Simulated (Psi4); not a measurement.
C2H3O, charge -1, singlet, at a GFN2-xTB geometry (a gas-phase anion, which may not be bound at this level), with bond 1-2 at 2.0 times its length; R2SCAN/def2-SVP (Psi4 1.11).

Psi4 was given this input:
```
memory 2 GB

molecule {
-1 1
O     2.26839967    0.23648295   -0.94664856
C     0.01399973    0.30902939    0.19007090
H    -0.19132679    1.20747699    0.86167798
C    -1.01879722   -0.56413534    0.13347947
H    -1.93523585   -0.39299447    0.68579554
H    -0.97425000   -1.46589618   -0.46246509
}

set {
  basis def2-svp
  e_convergence 1e-4
}

energy('r2scan')
print_variables()
```

Task: What does Psi4 print? Leave out banner, timings and long lists.

Result: 
```
   => Loading Basis Set <=

    Name: DEF2-SVP
    Role: ORBITAL
    Keyword: BASIS

         ---------------------------------------------------------
                                   SCF
               by Justin Turney, Rob Parrish, Andy Simmonett
                          and Daniel G. A. Smith
                              RKS Reference
         ---------------------------------------------------------

  ==> Geometry <==

    Molecular point group: cs
    Full point group: Cs

    Geometry (in Angstrom), charge = -1, multiplicity = 1:

       Center              X                  Y                   Z               Mass
    ------------   -----------------  -----------------  -----------------  -----------------
         O           -0.183437970892    -1.920183796803     0.000000000000    15.994914619570
         C            0.488441388705     0.514624477440     0.000000000000    12.000000000000
         H            1.607032748338     0.736382250294     0.000000000000     1.007825032230
         C           -0.278414429719     1.630070993120     0.000000000000    12.000000000000
         H            0.162657260714     2.619847616919     0.000000000000     1.007825032230
         H           -1.359151313001     1.581958883675     0.000000000000     1.007825032230

  Running in cs symmetry.

  Rotational constants: A =      1.92697  B =      0.16194  C =      0.14938 [cm^-1]
  Rotational constants: A =  57769.25179  B =   4854.80132  C =   4478.44280 [MHz]
  Nuclear repulsion =   48.510488368773373

  Charge       = -1
  Multiplicity = 1
  Electrons    = 24
  Nalpha       = 12
  Nbeta        = 12

  ==> Algorithm <==

  SCF Algorithm Type is DF.
  DIIS enabled.
  MOM disabled.
  Fractional occupation disabled.
  Guess Type is SAD.
  Energy threshold   = 1.00e-04
  Density threshold  = 1.00e-06
  Integral threshold = 1.00e-12

  ==> Primary Basis <==

  Basis Set: DEF2-SVP
    Blend: DEF2-SVP
    Number of shells: 27
    Number of basis functions: 57
    Number of Cartesian functions: 60
    Spherical Harmonics?: true
    Max angular momentum: 2

  ==> DFT Potential <==

   => LibXC <=

    Version 7.1.2
    S. Lehtola, C. Steigemann, M. J. T. Oliveira, and M. A. L. Marques,  SoftwareX 7, 1–5 (2018) (10.1016/j.softx.2017.11.002)

   => Composite Functional: R2SCAN <=

    r2SCAN Meta-GGA XC Functional  (0.1021/acs.jpclett.0c02405)
    J. W. Furness, A. D. Kaplan, J. Ning, J. P. Perdew, J. Sun  J. Phys. Chem. Lett.  11, 8208–8215, 2020

[...]
   @DF-RKS iter   9:  -152.76681559068166    3.38937e-03   2.62036e-03 DIIS/ADIIS
   @DF-RKS iter  10:  -152.77374113194747   -6.92554e-03   1.20986e-03 DIIS/ADIIS
   @DF-RKS iter  11:  -152.77568055886823   -1.93943e-03   1.00558e-04 DIIS/ADIIS
   @DF-RKS iter  12:  -152.77569341243532   -1.28536e-05   9.27764e-06 DIIS
   @DF-RKS iter  13:  -152.77569348863508   -7.61998e-08   5.17786e-06 DIIS
   @DF-RKS iter  14:  -152.77569352427611   -3.56410e-08   4.92873e-07 DIIS
  Energy and wave function converged.

  ==> Post-Iterations <==

   Electrons on quadrature grid:
      Ntotal   =   23.9999948760 ; deviation = -5.124e-06

    Orbital Energies [Eh]
    ---------------------

    Doubly Occupied:

[...]
    Virtual:

[...]
    Final Occupation by Irrep:
             Ap   App
    DOCC [    10,    2 ]
    NA   [    10,    2 ]
    NB   [    10,    2 ]

  @DF-RKS Final Energy:  -152.77569352427611

   => Energetics <=

    Nuclear Repulsion Energy =             48.5104883687733732
    One-Electron Energy =                -309.3339874983461755
    Two-Electron Energy =                 128.4860357352376354
    DFT Exchange-Correlation Energy =     -20.4382301299409690
    Empirical Dispersion Energy =           0.0000000000000000
    VV10 Nonlocal Energy =                  0.0000000000000000
    Total Energy =                       -152.7756935242761074

Computation Completed

Properties will be evaluated at   0.000000,   0.000000,   0.000000 [a0]

Properties computed using the SCF density matrix

 Multipole Moments:

 ------------------------------------------------------------------------------------
     Multipole            Electronic (a.u.)      Nuclear  (a.u.)        Total (a.u.)
 ------------------------------------------------------------------------------------

 L = 1.  Multiply by 2.5417464519 to convert [e a0] to [Debye]
 Dipole X            :         -0.2171642            0.3839861            0.1668219
 Dipole Y            :         -2.9262881            4.6201748            1.6938867
 Dipole Z            :          0.0000000            0.0000000            0.0000000
 Magnitude           :                                                    1.7020815

 ------------------------------------------------------------------------------------

  Variable Map:
  ----------------------------------------------------------------------------
[...]
  Array Variable Map:
  ----------------------------------------------------------------------------
[...]
[...]
```
